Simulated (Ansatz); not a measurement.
`C[CH2][Zn][NH2]` + H–F → `C[CH2][Zn][F]` + NH₃ at 500 K and 1 bar (ligand exchange at a Zn–N bond).

Computed with Ansatz on PBE0-D4/def2-TZVP structures; ΔE is electronic, products minus reactants. CCSD(T)/CBS is the MP2 limit (def2-TZVPP, def2-QZVPP) plus CCSD(T) − MP2 in def2-TZVPP, frozen cores. This one scheme is used for every species. For Zn outer-core shells are correlated without core-valence functions, which leaves a few kJ/mol of doubt a bond. Scalar relativity is left out up to krypton. Each species was taken in one conformer, which may not be the lowest.

| species | CCSD(T)/CBS energy (Eh) | H − E (kJ/mol) | S (J/(mol·K)) |
| --- | --- | --- | --- |
| `C[CH2][Zn][NH2]` | -1913.40675 | 279.5 | 410.5 |
| H–F | -100.39570 | 39.4 | 188.7 |
| `C[CH2][Zn][F]` | -1957.32060 | 213.1 | 373.5 |
| NH₃ | -56.50880 | 108.2 | 211.8 |

H − E and S are ideal-gas, rigid-rotor, harmonic terms from PBE0-D4/def2-TZVP, for one conformer and one mirror image of each species. 1 Eh = 2625.50 kJ/mol, R = 8.31446 J/(mol·K).

Problem. By hand: ΔE, ΔH, ΔS and ΔG.

Solution. ΔE = (-1957.32060) + (-56.50880) − (-1913.40675) − (-100.39570) = -0.02695 Eh = -70.8 kJ/mol. Δ(H − E) = 213.1 + 108.2 − 279.5 − 39.4 = 2.4, so ΔH = -68.4 kJ/mol. ΔS = 373.5 + 211.8 − 410.5 − 188.7 = -13.9 J/(mol·K). ΔG = -68.4 − 500 × (-13.9)/1000 = -61.5 kJ/mol.

Problem. By hand: the equilibrium constant, and the temperature at which ΔG would vanish if ΔH and ΔS stayed fixed.

Solution. log₁₀ K = −ΔG/(RT ln 10) = 6.4. ΔG = 0 at ΔH/ΔS = 4921 K, far beyond where these terms or the molecules hold.

The number of gas molecules stays the same, so ΔS is small and ΔH decides. A doubt of 5 kJ/mol in ΔE shifts log₁₀ K by 0.5 here. Other conformers and mirror images would add mixing entropy, several J/(mol·K) or more a flexible species. Modes under 60 cm⁻¹, often nearly free rotors, make the harmonic entropy too high. These are equilibria of isolated gas molecules and say nothing of rates. Largest T1 diagnostic: 0.015 (customary marks: 0.02 for closed shells, 0.045 for open ones).
